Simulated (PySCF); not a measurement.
FGa, SMILES [F][Ga] (connectivity only; charge and spin as stated), charge +1, multiplicity 2.

Coordinates come from a PBE0-D3(BJ)/def2-TZVPD optimisation. The multiplicity is an assumed one; other spin states were not compared.

Method: PBE/def2-TZVPD run with PySCF.

The molecule is in vacuum.

```json
{
 "total_energy": "-2024.03432 hartree",
 "point_group": "C∞v",
 "α spin, highest occupied and lowest empty level": "-15.41 and -9.50 eV",
 "β spin, highest occupied and lowest empty level": "-16.64 and -14.06 eV",
 "dipole_moment_about_the_centre_of_nuclear_charge": "3.38 D",
 "mean_static_polarisability": "20.5 bohr³ (3.04 Å³)",
 "polarisability_principal_values": "18.1, 18.1, 25.2 bohr³",
 "⟨S²⟩": "0.752 (pure state 0.75)"
}
```
